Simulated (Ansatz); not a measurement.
Li2O2H2⁺, that is (LiOH)2 ring with one electron fewer. Total charge 1; doublet. Geometry PBE0-D4/def2-TZVP; atoms count from 1.

Cartesian coordinates in Å:
```
Li -0.732 -0.335 -1.328
O -0.579 -0.809 0.465
Li 1.260 -0.610 0.673
O 0.680 0.628 -0.591
H -1.181 -0.426 1.117
H 0.552 1.552 -0.337
```

**Question.** Estimate the Mulliken populations from the PBE0/def2-TZVP orbitals of Ansatz.

**Answer.** 
| atom | charge (e) | spin (α − β) |
| --- | --- | --- |
| Li1 | 0.88 | -0.01 |
| O2 | -0.76 | 0.52 |
| Li3 | 0.88 | -0.01 |
| O4 | -0.76 | 0.52 |
| H5 | 0.38 | -0.01 |
| H6 | 0.38 | -0.01 |
Mulliken values and Mayer orders depend strongly on the basis.

**Question.** Where does the spin sit?

**Answer.** Summed by element: Li -0.02, O 1.03, H -0.02, of 1 unpaired in all. Largest on single atoms: O4 0.52, O2 0.52, H6 -0.01.
